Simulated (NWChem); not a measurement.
# A calculation on CdSe

```xyz
2

Cd     0.0000     0.0000     0.9796
Se     0.0000     0.0000    -1.3830
```
Charge 0, spin multiplicity 1.

The numbers come from NWChem runs, not from measurements. Structure: optimised with PBE0/def2-SVP with def2 effective core potentials on Cd, a minimum by its harmonic frequencies.

Symmetry labels belong to the abelian group C2v used in the runs, with the axes of the coordinates shown; states degenerate in a higher group split over its labels.

Effective core potentials replace the inner electrons of Cd; spin-orbit coupling is left out. The structure started from a generated list of species.

Question: List the lowest 6 singlet excitations that CIS/def2-SVPD with def2 effective core potentials on Cd gives, with oscillator strengths.

Answer: 
```tsv
state	symmetry	energy (eV)	wavelength (nm)	f
1	b2	1.01	1231	0.004
2	b1	1.01	1231	0.004
3	a1	3.59	345	0.238
4	a2	4.71	263	0.000
5	a1	4.74	262	0.000
6	a2	4.74	262	0.000
```
